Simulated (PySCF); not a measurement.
Computed with PySCF with B3LYP-D3(BJ)/def2-TZVP // BP86-D3(BJ)/def2-SVP. All species are isolated molecules in the gas phase. One relaxed conformer stands for a flexible species; it need not be the lowest. B3LYP has the VWN-RPA correlation part, as in Gaussian. 

Reference species: [W(F)6] (neutral, multiplicity 1).

```
Property           Value
-------------  ---------
HOMO           -12.48 eV
HOMO–LUMO gap    7.29 eV
```

Changed species: [W(F)3(NH2)3] (3 of 6 F replaced by NH2; the reference has 0 of 6 F replaced by NH2).

Give the shifts of the HOMO and HOMO–LUMO gap.

the HOMO rises by 4.32 eV, to -8.16 eV; the HOMO–LUMO gap falls by 2.02 eV, to 5.27 eV.
